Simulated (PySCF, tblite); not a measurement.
Isomers of C7H11FSSi. Computed values, GFN2-xTB/tblite, gas phase, harmonic and unscaled. The method is semi-empirical: single wavenumbers can be off by several per cent or more. Modes of hydrogen on silicon can be 10 to 20 % off. One conformer each.

Electronic energies: PBE0/pcSseg-1 single points on the GFN2-xTB geometries (PySCF, gas phase).

| SMILES | electronic energy, lowest = 0 (kcal/mol) |
| --- | --- |
| CCCc1cc([SiH3])sc1F | 0.0 |
| CC#C[C@@]1(F)CS[SiH2][C@@H]1C | 8.4 |
| CC#C[C@](C)([SiH3])C(=S)CF | 50.1 |

Task: How do GFN2-xTB zero-point energies change the relative energies?

Result: 
```
                       SMILES  ZPE (kcal/mol)  of it from modes above 1550 cm⁻¹  electronic (kcal/mol)  with ZPE, lowest = 0 (kcal/mol)  lowest mode (cm⁻¹)  rings
          CCCc1cc([SiH3])sc1F            97.3                              46.5                    0.0                              0.0                  27      1
CC#C[C@@]1(F)CS[SiH2][C@@H]1C            98.1                              48.8                    8.4                              9.2                  7i      1
   CC#C[C@](C)([SiH3])C(=S)CF            94.8                              47.6                   50.1                             47.6                   7      0
```

The zero-point energies span 3.3 kcal/mol, from `CC#C[C@](C)([SiH3])C(=S)CF` to `CC#C[C@@]1(F)CS[SiH2][C@@H]1C`. Slightly imaginary modes are left out of the zero-point energy: `CC#C[C@@]1(F)CS[SiH2][C@@H]1C` 6.7i cm⁻¹. The order is unchanged.

Task: And how do the electronic energies of GFN2-xTB itself compare?

Result: `CCCc1cc([SiH3])sc1F` 0.0; `CC#C[C@@]1(F)CS[SiH2][C@@H]1C` 8.8; `CC#C[C@](C)([SiH3])C(=S)CF` 40.5 kcal/mol, lowest = 0. Against the energies above, taken from the same isomer `CCCc1cc([SiH3])sc1F`, the largest difference is 9.6 kcal/mol.
